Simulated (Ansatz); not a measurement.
`OBOCF`, charge 0, multiplicity 1.

Q: Give a relaxed structure at PBE0-D4/def2-TZVP (Ansatz). (An estimate is asked.)

A: The calculation gave: 
```xyz
9

O     1.2138   -1.9328   -0.1840
B     0.7297   -0.6915   -0.3894
O    -0.3687   -0.2753    0.3166
C    -0.8287    1.0204    0.1989
F    -0.2502    1.7998    1.1647
H     0.7285   -2.4147    0.4935
H     1.2534    0.0179   -1.1972
H    -1.9070    1.0229    0.3701
H    -0.5706    1.4533   -0.7731
```
This is one stationary point; other conformers may exist.
